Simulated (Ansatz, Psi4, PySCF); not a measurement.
Molecule: BF, charge 0, multiplicity 1. SMILES: [B]F
Geometry: optimised at B3LYP-D3(BJ)/def2-TZVP (Ansatz, an electronic-structure program).

Wanted: vertical triplet-singlet gap, E(triplet) - E(singlet), in eV. Conventions: 6-311+G** with 5d; six Cartesian d functions in 6-31G* and its kin unless marked 5d; non-relativistic; frozen cores in correlated levels; no spin-orbit coupling; each state is the SCF solution reached for its charge and spin; open shells spin-unrestricted. Ab initio and DFT rows: single points at B3LYP-D3(BJ) geometries (Ansatz). Levels can end on unlike triplets.

```tsv
level	program	vertical triplet-singlet gap, E(triplet) - E(singlet) (eV)
HF/6-31G*	Ansatz	2.64
HF/6-311+G**	Ansatz	2.54
PBE/6-311+G**	Ansatz	3.28
B3LYP/6-31G*	Ansatz	3.55
B3LYP/6-311+G**	Ansatz	3.44
M06-2X/6-31G* (5d)	PySCF	3.64
wB97X-D/6-31G*	Psi4	3.52
MP2/6-31G*	Ansatz	3.41
MP2/6-311+G**	Ansatz	3.34
PBE0/def2-TZVPD	Ansatz	3.23
wB97M-V/def2-TZVPD	Ansatz	3.78
wB97X-V/def2-TZVPD	Ansatz	3.60
```

No value to compare with is used here. The 9 habitual levels span 2.54 (HF/6-311+G**) to 3.64 eV (M06-2X/6-31G* (5d)); PBE0/def2-TZVPD gives 3.23.

The levels are drawn from those run, B3LYP/6-31G* more often than the rest, none by its result; left out are runs that failed, that the program found above a lower state of the same kind, or whose <S^2> lies over 0.5 above the pure value.
